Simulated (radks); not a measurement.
Initial-state core-level shifts of neutral caesium when its valence configuration changes from [Xe] 6s1. Method: Dirac Kohn-Sham, PBE, spin-unpolarised, spherical densities, point nucleus; open shells are shared between the two j in proportion to 2j + 1; computed with a radial shooting solver on a logarithmic mesh with Libxc functionals. Shifts are changes of the shell-averaged eigenvalues in eV (positive: less bound).

valence,2s,3s,3p,4p
6p1,-1.269,-1.271,-1.271,-1.268
4f1,-3.518,-3.518,-3.518,-3.510
5d1,-0.183,-0.183,-0.183,-0.177
4f0.5 6p0.5,-2.477,-2.478,-2.478,-2.473
